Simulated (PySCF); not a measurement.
A structure optimised at ωB97X-D3(BJ)/def2-TZVP, used in a PySCF frequency run:

```xyz
7

Mg     0.0000     0.0000    -0.7379
O      0.0000     0.0000    -2.5039
H      0.0000     0.0000    -3.4517
Si     0.0000     0.0000     1.8006
H      1.1914     0.6879     2.3763
H      0.0000    -1.3757     2.3763
H     -1.1914     0.6879     2.3763
```

Problem. Write its SMILES, formula and point group.

Solution. [OH][Mg][SiH3], H4MgOSi, C3v

Problem. What are its rotational constants (standard atomic weights)?

Solution. 88.303, 2.1382, 2.1382 GHz
